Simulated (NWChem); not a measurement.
# C₄H₃ClO; SMILES Clc1ccco1

```xyz
9

Cl    -0.0117    -1.9439     0.0000
C      0.0978    -0.2490     0.0000
C      1.1718     0.5909     0.0000
C      0.6129     1.9080     0.0000
C     -0.7390     1.7486     0.0000
O     -1.0572     0.4330     0.0000
H      2.2187     0.3004     0.0000
H      1.1542     2.8516     0.0000
H     -1.5766     2.4404     0.0000
```
Atoms are numbered in this order, from 1.

Program: NWChem. Structure relaxed at the PBE0/def2-SVP level. Total energies compare along this basis series because the functional is fixed.

| level | basis functions | energy (Ha) | highest occupied level (eV) | orbital gap (eV) | dipole (D) | relative time |
|---|---|---|---|---|---|---|
| PBE/def2-SVP | 103 | -688.8513 | -5.45 | 4.71 | 1.25 | 1 |
| PBE/def2-SVPD | 154 | -688.8722 | -5.67 | 4.59 | 1.57 | 4 |
| PBE/def2-TZVP | 210 | -689.2657 | -5.55 | 4.59 | 1.41 | 4 |
| PBE/def2-TZVPP | 239 | -689.2670 | -5.56 | 4.59 | 1.39 | 5 |

Relative times are rough (shared machine, one core).
